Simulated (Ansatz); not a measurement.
Abridged output of a molecular run in Ansatz:

```
Functional definition: HF
1304 factors; integrals over basis functions are off by at most 1.0e-3 eV
mean field evaluation 1: about -38240.3755 eV, gradient 1.6e1 eV
mean field evaluation 2: about -38240.5854 eV, gradient 1.7e1 eV
mean field evaluation 4: about -38241.7782 eV, gradient 2.3e0 eV
mean field evaluation 8: about -38241.7980 eV, gradient 9.1e-2 eV
mean field -38241.79805953 eV, -1405.3601574661 hartree, gradient 2.1e-6 eV, S^2 0.000000; 0 other end points of the search recorded, 0 dependent functions left out
20 core orbitals not correlated: weight in the atoms' cores, before any rotation towards them, 1.000 or more for the frozen orbitals, at most 0.000 for the correlated occupied ones
reference -38241.79805953 eV, -1405.3601574661 hartree; 12, 12 occupied and 192, 192 virtual orbitals, 1304 factors
second order -15.19676016 eV of doubles, -0.00000000 eV of singles
cycle   1  -16.34383236 eV  change    -1.1e0 eV  update   8.1e-2
cycle   2  -16.80293705 eV  change   -4.6e-1 eV  update   2.5e-2
cycle   3  -16.83882757 eV  change   -3.6e-2 eV  update   7.6e-3
cycle   4  -16.83245759 eV  change    6.4e-3 eV  update   2.1e-3
cycle   5  -16.83225812 eV  change    2.0e-4 eV  update   5.9e-4
cycle   6  -16.83220739 eV  change    5.1e-5 eV  update   1.9e-4
cycle   7  -16.83217809 eV  change    2.9e-5 eV  update   4.9e-5
cycle   8  -16.83219929 eV  change   -2.1e-5 eV  update   1.6e-5
perturbative correction -0.63306586 eV, -0.0232647412 hartree
Total energy: -38259.26332468 eV, -1406.0019941220 hartree
```

Its atoms:

Cartesian coordinates in Å:
```
Al -1.290 -0.612 -0.755
Cl 0.318 0.939 -1.304
Al 1.290 0.611 0.755
Cl -0.324 -0.931 1.308
H -1.040 -1.903 -1.618
H -2.651 0.148 -0.547
H 2.646 -0.155 0.540
H 1.051 1.903 1.620
```

Question: Which basis set was used?
A. def2-TZVPP
B. cc-pV(D+d)Z
C. def2-QZVPP
D. cc-pV(Q+d)Z

Answer: A. It gives 224 functions.

Question: Write the keys of the input that set method, charge and spin (a neutral closed shell needs none for the last two).

Answer: 
```yaml
correlation: {method: ccsd_t}
```
